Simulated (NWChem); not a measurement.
# Correlation energy of HOSi

```xyz
3

O      0.4801     0.9207     0.0000
Si    -0.3079    -0.4027     0.0000
H      0.4697    -1.7274     0.0000
```
Charge 0, spin multiplicity 2.

Program: NWChem. Structure: optimised with UPBE0/def2-SVP, a minimum by its harmonic frequencies.

Basis set: cc-pVDZ. Each correlation energy counts from its own Hartree-Fock reference.

The correlated methods keep 6 core orbitals frozen. The structure started from a generated list of species. The unpaired electrons of the parent sit in orbitals of symmetry a' (Cs labels of the run); other states weren't searched. The stability of the SCF solutions was not checked. Open-shell Hartree-Fock references start from PBE0 orbitals. No row is a measurement; the coupled-cluster row has its own basis-set and correlation limits.

| method | correlation energy (mHa) | remark |
|---|---|---|
| URI-MP2 | -274.4 | - |
| UMP2 | -274.3 | - |
| SCS-UMP2 | (withheld) | - |
| CCSD on UHF | (withheld) | - |
| CCSD[T] on UHF | (withheld) | - |
| CCSD(T) on UHF | (withheld) | - |
| CCSD on ROHF | -290.2 | - |
| CCSD[T] on ROHF | -306.2 | - |
| CCSD(T) on ROHF | -302.5 | - |
| CCSDT on ROHF | -303.0 | large amplitudes |

Problem. Fill in the missing entries.

Solution. 
- SCS-UMP2, correlation energy (mHa): -267.4
- CCSD on UHF, correlation energy (mHa): -285.0
- CCSD[T] on UHF, correlation energy (mHa): -299.3
- CCSD(T) on UHF, correlation energy (mHa): -296.4
